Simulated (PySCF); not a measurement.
Potential energy curve for BrF, singlet.

Computed with PySCF with CCSD(T) on UHF/cc-pVDZ, 10 core orbitals frozen.

**Question.** Relative to R = 1.82 Å, what are the energies at R = 1.49, 2.16, 2.37, 2.61 Å?

**Answer.** 52.2 kcal/mol at 1.49 Å, 18.1 kcal/mol at 2.16 Å, 32.4 kcal/mol at 2.37 Å, 41.4 kcal/mol at 2.61 Å.

The unrestricted determinant behind UCCSD(T) is spin-contaminated at 1.91 to 7.00 Å (<S²> up to 1.0, against 0.00 for a pure singlet).
